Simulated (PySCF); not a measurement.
# Spinor energies of Nd²⁵⁺ (neodymium, charge +25)

Start: [Ar] 3d10 4s2 4p5; 4p1/2 filled at m_j = -1/2, +1/2; 4p3/2 filled at m_j = -1/2, +1/2, +3/2. Calculated with PySCF 2.14 in an even-tempered Gaussian basis (17 s from 1.9 bohr⁻², ratio 2.8; 14 p from 2.5 bohr⁻², ratio 2.8; 9 d from 4.5 bohr⁻², ratio 2.8; 4 f from 14 bohr⁻², ratio 3): generalised Hartree-Fock with the X2C-1e Hamiltonian and a Gaussian nucleus; spin-orbit coupling (SO) screened by Boettger's factors.

```json
{"spinor shell": "1s1/2", "electrons": "2", "ε, screened SO (eV)": "-44577.6", "weight of nominal j (screened SO)": "1.000", "rms radius, screened SO (bohr)": "0.0269"}
{"spinor shell": "2s1/2", "electrons": "2", "ε, screened SO (eV)": "-7988.6", "weight of nominal j (screened SO)": "1.000", "rms radius, screened SO (bohr)": "0.109"}
{"spinor shell": "2p1/2", "electrons": "2", "ε, screened SO (eV)": "-7588.0", "weight of nominal j (screened SO)": "1.000", "rms radius, screened SO (bohr)": "0.0937"}
{"spinor shell": "2p3/2", "electrons": "4", "ε, screened SO (eV)": "-7062.6", "weight of nominal j (screened SO)": "1.000", "rms radius, screened SO (bohr)": "0.0997"}
{"spinor shell": "3s1/2", "electrons": "2", "ε, screened SO (eV)": "-2368.3", "weight of nominal j (screened SO)": "1.000", "rms radius, screened SO (bohr)": "0.281"}
{"spinor shell": "3p1/2", "electrons": "2", "ε, screened SO (eV)": "-2197.7", "weight of nominal j (screened SO)": "1.000", "rms radius, screened SO (bohr)": "0.272"}
{"spinor shell": "3p3/2", "electrons": "4", "ε, screened SO (eV)": "-2087.0", "weight of nominal j (screened SO)": "1.000", "rms radius, screened SO (bohr)": "0.284"}
{"spinor shell": "3d3/2", "electrons": "4", "ε, screened SO (eV)": "-1794.5", "weight of nominal j (screened SO)": "0.999", "rms radius, screened SO (bohr)": "0.256"}
{"spinor shell": "3d5/2", "electrons": "6", "ε, screened SO (eV)": "-1770.6", "weight of nominal j (screened SO)": "1.000", "rms radius, screened SO (bohr)": "0.259"}
{"spinor shell": "4s1/2", "electrons": "2", "ε, screened SO (eV)": "-999.56", "weight of nominal j (screened SO)": "1.000", "rms radius, screened SO (bohr)": "0.596"}
{"spinor shell": "4p1/2", "electrons": "2", "ε, screened SO (eV)": "-926.35", "weight of nominal j (screened SO)": "0.997", "rms radius, screened SO (bohr)": "0.608"}
{"spinor shell": "4p3/2", "electrons": "3", "ε, screened SO (eV)": "-895.80", "weight of nominal j (screened SO)": "0.998", "rms radius, screened SO (bohr)": "0.631"}
```

```
   quantity  screened SO
E (hartree)  -9332.01691
        M_J          3/2
       ⟨J²⟩        3.752
       ⟨L²⟩        2.030
       ⟨S²⟩        0.779
```

Each row is a mean over spinors that exchange with the open shell spreads, by up to 9.495 eV (4s1/2).

Breit and QED terms are absent; they matter most for the inner s and p1/2 levels.

Densities and radii are taken from the X2C orbitals without a picture-change correction, which distorts them close to the nucleus.
